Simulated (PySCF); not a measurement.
Species: C5H11O2 (doublet state).
Structure used (GFN2-xTB), in Å, numbered top down from 1:
```xyz
18
C5H11O2 angstrom
C      3.324    0.041   -0.098
C      1.808    0.136   -0.047
O      1.355   -0.585    1.081
C      0.031   -0.458    1.391
O     -0.794   -0.038    0.367
C     -2.172   -0.133    0.644
C     -2.940    0.433   -0.540
H      3.629   -1.002   -0.117
H      3.758    0.511    0.781
H      3.695    0.538   -0.989
H      1.360   -0.290   -0.956
H      1.485    1.183    0.028
H     -0.320   -1.286    2.000
H     -2.408    0.429    1.560
H     -2.444   -1.186    0.813
H     -2.669   -0.101   -1.447
H     -4.008    0.331   -0.371
H     -2.698    1.484   -0.672
```

The hyperfine couplings belong to this conformer and change with its torsions.

The species is `CCO[CH]OCC` [radical].

Computed with UKS B3LYP, pcH-1 on C H O, non-relativistic, mean-field spin-orbit, GIAO (PySCF 2.14.0). Isolated species at its GFN2-xTB geometry (one conformer only). The geometry wasn't refined by DFT: couplings that depend on bond lengths, twists or pyramidal angles can differ widely from those at the functional's own minimum. Stability of the SCF solution: not tested.

**Question.** Match the computed a_iso(13C) values +282.6, -3.6, -0.9 MHz (means over equivalent nuclei) with the sites C1/C7; C2/C6; C4.

**Answer.** 
```tsv
site	a_iso (MHz)	ρ(0) (bohr⁻³)	position	distance from C4 (Å)	spin population	largest |T| (MHz)
C1/C7	-0.9	-0.0008	3 bonds from C4	3.65	0.00	0.8
C2/C6	-3.6	-0.0032	2 bonds from C4	2.36	-0.01	2.2
C4	+282.6	+0.2514	largest spin population	0.00	+0.79	136.2
```

**Question.** Match the computed a_iso(1H) values +35.4, +9.5, -0.2 MHz (means over equivalent nuclei) with the sites H8 (×6); H11/H12/H14/H15; H13.

**Answer.** 
```json
{"site": "H8 (×6)", "a_iso (MHz)": "-0.2", "ρ(0) (bohr⁻³)": "-0.0001", "position": "4 bonds from C4", "distance from C4 (Å)": "4.11", "bound to": "C1/C7", "spin population there": "0.00", "largest |T| (MHz)": "2.6"}
{"site": "H11/H12/H14/H15", "a_iso (MHz)": "+9.5", "ρ(0) (bohr⁻³)": "+0.0021", "position": "γ, 3 bonds from C4", "distance from C4 (Å)": "2.63", "bound to": "C2/C6", "spin population there": "-0.01", "largest |T| (MHz)": "6.9"}
{"site": "H13", "a_iso (MHz)": "+35.4", "ρ(0) (bohr⁻³)": "+0.0079", "position": "α, 1 bond from C4", "distance from C4 (Å)": "1.09", "bound to": "C4", "spin population there": "+0.79", "largest |T| (MHz)": "32.9"}
```

ρ(0) is the spin density at the nucleus and T the dipolar tensor; entries for several nuclei are means. The largest Mulliken spin populations are on C4 (+0.79), O3 (+0.10) and O5 (+0.09). C4 is the only atom above +0.15. The angles at C4 add up to 344.8°, so it is pyramidal.

Examples of negative spin density at the nucleus (bohr⁻³): C2/C6 (-0.0032).

Class means assume fast exchange of nuclei equivalent by connectivity; if that motion is slow, each nucleus keeps its own coupling. The 1H value of +9.5 MHz is a mean of couplings from 5.7 to 14.0 MHz in this one geometry, not an average over conformers.
